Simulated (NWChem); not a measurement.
System: BF

Here is an NWChem input.

```
start job
memory heap 200 mb stack 900 mb global 1100 mb
geometry units angstroms noautosym nocenter noautoz
  B      0.000000     0.000000    -0.814833
  F      0.000000     0.000000     0.459337
end
basis spherical
  * library def2-svp
end
dft
  xc b3lyp
  iterations 150
  vectors input atomic output neutral.movecs
end
task dft energy
charge 1
dft
  odft
  mult 2
  vectors input atomic output cation.movecs
end
task dft energy
```

Parts of the log:

```
             Northwest Computational Chemistry Package (NWChem) 7.3.0
             --------------------------------------------------------

                             Geometry "geometry" -> ""
                             -------------------------

 Output coordinates in angstroms (scale by  1.889725989 to convert to a.u.)

  No.       Tag          Charge          X              Y              Z
 ---- ---------------- ---------- -------------- -------------- --------------
    1 B                    5.0000     0.00000000     0.00000000    -0.81483300
    2 F                    9.0000     0.00000000     0.00000000     0.45933700

 Effective nuclear repulsion energy (a.u.)      18.6890102616

                                 NWChem DFT Module
                                 -----------------

 Summary of "ao basis" -> "ao basis" (spherical)
 ------------------------------------------------------------------------------
       Tag                 Description            Shells   Functions and Types
 ---------------- ------------------------------  ------  ---------------------
 B                          def2-svp                 6       14   3s2p1d
 F                          def2-svp                 6       14   3s2p1d

            General Information
            -------------------
          SCF calculation type: DFT
          Wavefunction type:  closed shell.
          No. of atoms     :     2
          No. of electrons :    14
           Alpha electrons :     7
            Beta electrons :     7
          Charge           :     0
          Spin multiplicity:     1
          Use of symmetry is: off; symmetry adaption is: off
          Maximum number of iterations: 150
          AO basis - number of functions:    28
                     number of shells:    12
          Convergence on energy requested:  1.00D-06
          Convergence on density requested:  1.00D-05
          Convergence on gradient requested:  5.00D-04

              XC Information
              --------------
                         B3LYP Method XC Potential
                     Hartree-Fock (Exact) Exchange  0.200
                        Slater Exchange Functional  0.800 local
                    Becke 1988 Exchange Functional  0.720 non-local
              Lee-Yang-Parr Correlation Functional  0.810
                  VWN I RPA Correlation Functional  0.190 local

             Grid Information
             ----------------
          Grid used for XC integration:  medium
          Radial quadrature: Mura-Knowles
          Angular quadrature: Lebedev.
          Tag              B.-S. Rad. Rad. Pts. Rad. Cut. Ang. Pts.
          ---              ---------- --------- --------- ---------
          B                   0.85       49           5.0       434
          F                   0.50       49           6.0       434
          Grid pruning is: on
          Number of quadrature shells:    98
          Spatial weights used:  Erf1

      Superposition of Atomic Density Guess
      -------------------------------------

 Sum of atomic energies:        -123.79650604

      Non-variational initial energy
      ------------------------------

 Total energy =    -124.027419
 1-e energy   =    -208.069290
 2-e energy   =      65.352861
 HOMO         =      -0.313082
 LUMO         =       0.051869

   convergence    iter        energy       DeltaE   RMS-Dens  Diis-err
 ---------------- ----- ----------------- --------- --------- ---------
 d= 0,ls=0.0,diis     1   -124.5280282789 -1.43D+02  2.94D-02  2.84D-01
 d= 0,ls=0.0,diis     2   -124.4807978783  4.72D-02  1.43D-02  9.57D-01
 d= 0,ls=0.0,diis     3   -124.5654675994 -8.47D-02  2.87D-03  3.79D-03
 d= 0,ls=0.0,diis     4   -124.5658185859 -3.51D-04  6.09D-04  2.18D-04
 d= 0,ls=0.0,diis     5   -124.5658484882 -2.99D-05  1.89D-05  4.41D-07
 d= 0,ls=0.0,diis     6   -124.5658485349 -4.67D-08  1.14D-06  1.22D-09

         Total DFT energy =     -124.565848534889
      One electron energy =     -208.372842435276
           Coulomb energy =       79.546263766306
    Exchange-Corr. energy =      -14.428280127490
 Nuclear repulsion energy =       18.689010261571

 Numeric. integr. density =       13.999997519125

                       DFT Final Molecular Orbital Analysis
                       ------------------------------------

 Vector    5  Occ=2.000000D+00  E=-5.296227D-01
              MO Center= -5.1D-11,  1.5D-10,  3.5D-01, r^2= 5.6D-01
   Bfn.  Coefficient  Atom+Function         Bfn.  Coefficient  Atom+Function
  ----- ------------  ---------------      ----- ------------  ---------------
    19      0.518630  2 F  py                18     -0.384486  2 F  px
    22     -0.328149  2 F  py                21      0.243273  2 F  px
     5      0.134789  1 B  py                 4     -0.099925  1 B  px
     8     -0.047469  1 B  py                 7      0.035191  1 B  px
    11     -0.033849  1 B  d -1              13     -0.025094  1 B  d  1

 Vector    6  Occ=2.000000D+00  E=-5.296227D-01
              MO Center=  8.2D-10,  6.0D-10,  3.5D-01, r^2= 5.6D-01
   Bfn.  Coefficient  Atom+Function         Bfn.  Coefficient  Atom+Function
  ----- ------------  ---------------      ----- ------------  ---------------
    18      0.518630  2 F  px                19      0.384486  2 F  py
    21     -0.328149  2 F  px                22     -0.243273  2 F  py
     4      0.134789  1 B  px                 5      0.099925  1 B  py
     7     -0.047469  1 B  px                 8     -0.035191  1 B  py
    13      0.033849  1 B  d  1              11     -0.025094  1 B  d -1

 Vector    7  Occ=2.000000D+00  E=-2.824717D-01
              MO Center= -5.4D-09, -2.0D-09, -1.2D+00, r^2= 1.3D+00
   Bfn.  Coefficient  Atom+Function         Bfn.  Coefficient  Atom+Function
  ----- ------------  ---------------      ----- ------------  ---------------
     2      0.506998  1 B  s                  3      0.481954  1 B  s
     6      0.351961  1 B  pz                 1      0.226550  1 B  s
    20     -0.162060  2 F  pz                 9     -0.099870  1 B  pz
    16     -0.083754  2 F  s                 23      0.065086  2 F  pz
    17     -0.054511  2 F  s                 12     -0.045596  1 B  d  0

 Vector    8  Occ=0.000000D+00  E=-4.519429D-02
              MO Center=  7.0D-11,  2.1D-09, -7.8D-01, r^2= 2.0D+00
   Bfn.  Coefficient  Atom+Function         Bfn.  Coefficient  Atom+Function
  ----- ------------  ---------------      ----- ------------  ---------------
     5      0.592819  1 B  py                 8     -0.577517  1 B  py
    19     -0.268346  2 F  py                22      0.254682  2 F  py
     4     -0.037412  1 B  px                 7      0.036446  1 B  px

 Vector    9  Occ=0.000000D+00  E=-4.519429D-02
              MO Center=  9.8D-09,  6.8D-10, -7.8D-01, r^2= 2.0D+00
   Bfn.  Coefficient  Atom+Function         Bfn.  Coefficient  Atom+Function
  ----- ------------  ---------------      ----- ------------  ---------------
     4      0.592819  1 B  px                 7     -0.577517  1 B  px
    18     -0.268346  2 F  px                21      0.254682  2 F  px
     5      0.037412  1 B  py                 8     -0.036446  1 B  py

 Vector   10  Occ=0.000000D+00  E= 1.029981D-01
              MO Center=  1.3D-09, -5.2D-11, -2.2D-01, r^2= 3.6D+00
   Bfn.  Coefficient  Atom+Function         Bfn.  Coefficient  Atom+Function
  ----- ------------  ---------------      ----- ------------  ---------------
     9      1.064550  1 B  pz                 3      0.982365  1 B  s
    17     -0.773274  2 F  s                  2     -0.315264  1 B  s
     6     -0.234561  1 B  pz                16     -0.171863  2 F  s
    23      0.106213  2 F  pz                15     -0.093085  2 F  s
    20     -0.065945  2 F  pz

     Multipole analysis of the density
     ---------------------------------

     L   x y z        total         alpha         beta         nuclear
     -   - - -        -----         -----         ----         -------
     0   0 0 0     -0.000000     -7.000000     -7.000000     14.000000

     1   1 0 0      0.000000      0.000000      0.000000      0.000000
     1   0 1 0      0.000000      0.000000      0.000000      0.000000
     1   0 0 1      0.453444      0.170155      0.170155      0.113134

     2   2 0 0     -7.793984     -3.896992     -3.896992      0.000000
     2   1 1 0      0.000000      0.000000      0.000000      0.000000
     2   1 0 1     -0.000000     -0.000000     -0.000000      0.000000
     2   0 2 0     -7.793984     -3.896992     -3.896992      0.000000
     2   0 1 1     -0.000000     -0.000000     -0.000000      0.000000
     2   0 0 2    -10.623484    -14.629860    -14.629860     18.636236

                                 NWChem DFT Module
                                 -----------------

            General Information
            -------------------
          SCF calculation type: DFT
          Wavefunction type:  spin polarized.
          No. of atoms     :     2
          No. of electrons :    13
           Alpha electrons :     7
            Beta electrons :     6
          Charge           :     1
          Spin multiplicity:     2
          Use of symmetry is: off; symmetry adaption is: off
          Maximum number of iterations: 150
          AO basis - number of functions:    28
                     number of shells:    12
          Convergence on energy requested:  1.00D-06
          Convergence on density requested:  1.00D-05
          Convergence on gradient requested:  5.00D-04

              XC Information
              --------------
                         B3LYP Method XC Potential
                     Hartree-Fock (Exact) Exchange  0.200
                        Slater Exchange Functional  0.800 local
                    Becke 1988 Exchange Functional  0.720 non-local
              Lee-Yang-Parr Correlation Functional  0.810
                  VWN I RPA Correlation Functional  0.190 local

             Grid Information
             ----------------
          Grid used for XC integration:  medium
          Radial quadrature: Mura-Knowles
          Angular quadrature: Lebedev.
          Tag              B.-S. Rad. Rad. Pts. Rad. Cut. Ang. Pts.
          ---              ---------- --------- --------- ---------
          B                   0.85       49           5.0       434
          F                   0.50       49           6.0       434
          Grid pruning is: on
          Number of quadrature shells:    98
          Spatial weights used:  Erf1

      Superposition of Atomic Density Guess
      -------------------------------------

 Sum of atomic energies:        -123.79650604

 Renormalizing density from      14.00 to     13

      Non-variational initial energy
      ------------------------------

 Total energy =    -118.168017
 1-e energy   =    -193.207198
 2-e energy   =      56.350171
 HOMO         =      -0.691465
 LUMO         =      -0.330032

   convergence    iter        energy       DeltaE   RMS-Dens  Diis-err
 ---------------- ----- ----------------- --------- --------- ---------
 d= 0,ls=0.0,diis     1   -123.7965797918 -1.42D+02  5.23D-02  9.73D-01
                                                     5.25D-02  9.16D-01
 d= 0,ls=0.0,diis     2   -119.8655435475  3.93D+00  3.99D-02  9.57D+00
                                                     4.54D-02  1.01D+01
 d= 0,ls=0.0,diis     3   -124.1552223329 -4.29D+00  5.19D-03  9.15D-03
                                                     3.04D-03  6.62D-03
 d= 0,ls=0.0,diis     4   -124.1602764568 -5.05D-03  8.97D-04  7.36D-04
                                                     8.78D-04  9.12D-04
 d= 0,ls=0.0,diis     5   -124.1607181379 -4.42D-04  1.06D-04  1.72D-05
                                                     9.99D-05  3.04D-05
  Resetting Diis
 d= 0,ls=0.0,diis     6   -124.1607291181 -1.10D-05  2.38D-05  4.07D-07
                                                     2.55D-05  4.22D-07
 d= 0,ls=0.0,diis     7   -124.1607294468 -3.29D-07  1.23D-05  9.54D-08
                                                     3.26D-06  1.06D-08
 d= 0,ls=0.0,diis     8   -124.1607294330  1.38D-08  4.84D-06  1.06D-07
                                                     6.01D-06  1.69D-07

         Total DFT energy =     -124.160729433049
      One electron energy =     -203.436633892248
           Coulomb energy =       74.706993313840
    Exchange-Corr. energy =      -14.120099116212
 Nuclear repulsion energy =       18.689010261571

 Numeric. integr. density =       12.999998270582

                    DFT Final Alpha Molecular Orbital Analysis
                    ------------------------------------------

 Vector    5  Occ=1.000000D+00  E=-8.466158D-01
              MO Center= -1.2D-10,  1.7D-10,  3.1D-01, r^2= 5.8D-01
   Bfn.  Coefficient  Atom+Function         Bfn.  Coefficient  Atom+Function
  ----- ------------  ---------------      ----- ------------  ---------------
    19      0.484362  2 F  py                18     -0.426030  2 F  px
    22     -0.287206  2 F  py                21      0.252617  2 F  px
     5      0.173287  1 B  py                 4     -0.152417  1 B  px
     8     -0.033649  1 B  py                11     -0.033702  1 B  d -1
     7      0.029597  1 B  px                13     -0.029643  1 B  d  1

 Vector    6  Occ=1.000000D+00  E=-8.466158D-01
              MO Center=  1.4D-09,  1.3D-09,  3.1D-01, r^2= 5.8D-01
   Bfn.  Coefficient  Atom+Function         Bfn.  Coefficient  Atom+Function
  ----- ------------  ---------------      ----- ------------  ---------------
    18      0.484362  2 F  px                19      0.426030  2 F  py
    21     -0.287206  2 F  px                22     -0.252617  2 F  py
     4      0.173287  1 B  px                 5      0.152417  1 B  py
     7     -0.033649  1 B  px                13      0.033702  1 B  d  1
     8     -0.029597  1 B  py                11     -0.029643  1 B  d -1

 Vector    7  Occ=1.000000D+00  E=-7.117482D-01
              MO Center= -5.4D-09, -3.3D-09, -1.2D+00, r^2= 9.6D-01
   Bfn.  Coefficient  Atom+Function         Bfn.  Coefficient  Atom+Function
  ----- ------------  ---------------      ----- ------------  ---------------
     2      0.689778  1 B  s                  6      0.487615  1 B  pz
     1      0.248923  1 B  s                  3      0.209625  1 B  s
    20     -0.174911  2 F  pz                 9     -0.069741  1 B  pz
    23      0.064177  2 F  pz                16     -0.051024  2 F  s

 Vector    8  Occ=0.000000D+00  E=-4.104827D-01
              MO Center= -2.1D-10,  2.0D-09, -7.5D-01, r^2= 1.4D+00
   Bfn.  Coefficient  Atom+Function         Bfn.  Coefficient  Atom+Function
  ----- ------------  ---------------      ----- ------------  ---------------
     5      0.775930  1 B  py                 8     -0.336414  1 B  py
    19     -0.294981  2 F  py                22      0.244152  2 F  py
     4     -0.080517  1 B  px                11      0.036398  1 B  d -1
     7      0.034909  1 B  px                18      0.030610  2 F  px
    21     -0.025335  2 F  px

 Vector    9  Occ=0.000000D+00  E=-4.104827D-01
              MO Center=  4.6D-09,  4.5D-10, -7.5D-01, r^2= 1.4D+00
   Bfn.  Coefficient  Atom+Function         Bfn.  Coefficient  Atom+Function
  ----- ------------  ---------------      ----- ------------  ---------------
     4      0.775930  1 B  px                 7     -0.336414  1 B  px
    18     -0.294981  2 F  px                21      0.244152  2 F  px
     5      0.080517  1 B  py                13     -0.036398  1 B  d  1
     8     -0.034909  1 B  py                19     -0.030610  2 F  py
    22      0.025335  2 F  py

[...]
```

Level: B3LYP/def2-SVP, vertical spin-unrestricted ions. Structure relaxed at the B3LYP/6-31G* (spherical d) level.
